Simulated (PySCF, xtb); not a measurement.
CH7ClGeSi, SMILES Cl[SiH2][CH2][GeH3].

GFN2-xTB (xtb 6.7.1) at its own geometry gives an orbital gap of 5.77 eV and a dipole moment of 2.11 D.

Coordinates come from a B3LYP-D3(BJ)/def2-SVP optimisation. The structure was generated by enumeration, and PubChem lists no compound with its InChIKey, so it may never have been made. One conformer was computed; it need not be the lowest.

What does PySCF with M06-2X/def2-TZVP give? (An estimate is asked for; the answer gives what the named calculation found.)

gap 10.70 eV (levels -9.77 and 0.93 eV), dipole 2.00 D.
